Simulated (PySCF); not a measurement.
**Electric field gradients and quadrupole coupling constants**

C4H7F3N (charge +1).
Geometry (GFN2-xTB, Å), atoms numbered from 1 in this order:
```xyz
15
C4H7F3N angstrom
C     -0.661    1.592    0.032
N     -0.582    0.339   -0.156
C     -1.571   -0.592    0.311
C      0.572   -0.250   -0.806
C      1.707   -0.461    0.233
F      2.002    0.701    0.820
F      1.317   -1.304    1.189
F      2.788   -0.939   -0.347
H      0.107    2.267   -0.324
H     -1.503    2.019    0.561
H     -2.364   -0.083    0.854
H     -1.109   -1.334    0.967
H     -2.006   -1.126   -0.536
H      0.325   -1.225   -1.234
H      0.973    0.405   -1.586
```

Field gradients from the B3LYP/pcJ-1 density (PySCF, non-relativistic), principal values in atomic units, ordered |Vxx| ≤ |Vyy| ≤ |Vzz|:

```json
{"atom": "N2", "Vxx": "-0.0225", "Vyy": "-0.0563", "Vzz": "0.0788"}
```

**Question.** Find the asymmetry η = (Vxx − Vyy)/Vzz and the couplings χ = eQV/h (234.96 MHz × Q in barn × V in au), with Q(14N) = 0.02044 b.

**Answer.** 
```
atom       environment  nucleus     η  χzz (MHz)  χxx (MHz)  χyy (MHz)
  N2  iminium nitrogen      14N  0.43      0.379     -0.108     -0.271
```

The tensor is traceless: Vxx + Vyy + Vzz = 0.

**Question.** What is Vzz at N2 in SI units (1 au = 9.71736 × 10²¹ V/m²)?

**Answer.** 0.0788 au = 0.766 × 10²¹ V/m².

**Question.** And the gradient at the other heavy atoms, for which no coupling is worked out here?

**Answer.** 
```
atom                   environment  Vzz (au)     η
  C1                    C=N carbon     0.587  0.50
  C3               N-methyl carbon     0.447  0.07
  C4  sp3 carbon bound to nitrogen     0.385  0.47
  C5                    CF3 carbon    -0.342  0.10
  F6       fluorine of a CF3 group     2.840  0.03
  F7       fluorine of a CF3 group     2.875  0.03
  F8       fluorine of a CF3 group     2.919  0.01
```

**Question.** What couplings would deuterons (Q(2H) = 0.00286 b) have in place of the hydrogens, at this geometry?

**Answer.** 
```json
{"atom": "H9", "bonded to": "C1", "bond length (Å)": "1.083", "Vzz (au)": "0.2872", "η": "0.04", "χzz (kHz)": "193"}
{"atom": "H10", "bonded to": "C1", "bond length (Å)": "1.082", "Vzz (au)": "0.2886", "η": "0.04", "χzz (kHz)": "194"}
{"atom": "H11", "bonded to": "C3", "bond length (Å)": "1.088", "Vzz (au)": "0.2848", "η": "0.13", "χzz (kHz)": "191"}
{"atom": "H12", "bonded to": "C3", "bond length (Å)": "1.093", "Vzz (au)": "0.2723", "η": "0.11", "χzz (kHz)": "183"}
{"atom": "H13", "bonded to": "C3", "bond length (Å)": "1.092", "Vzz (au)": "0.2784", "η": "0.11", "χzz (kHz)": "187"}
{"atom": "H14", "bonded to": "C4", "bond length (Å)": "1.094", "Vzz (au)": "0.2671", "η": "0.10", "χzz (kHz)": "180"}
{"atom": "H15", "bonded to": "C4", "bond length (Å)": "1.095", "Vzz (au)": "0.2665", "η": "0.09", "χzz (kHz)": "179"}
```

The structure is a single GFN2-xTB conformer in the gas phase; no vibrational or solvent corrections. GFN2-xTB bond lengths can be off by several hundredths of an ångström, more for odd bonds, and the gradients follow them. The small basis limits the accuracy of the gradients.

These values come from a run that also computed spin–spin couplings. On one thread of an Arm Neoverse N1, shared host, this took 2.8 min of wall time and 1.1 GiB of memory at its peak.
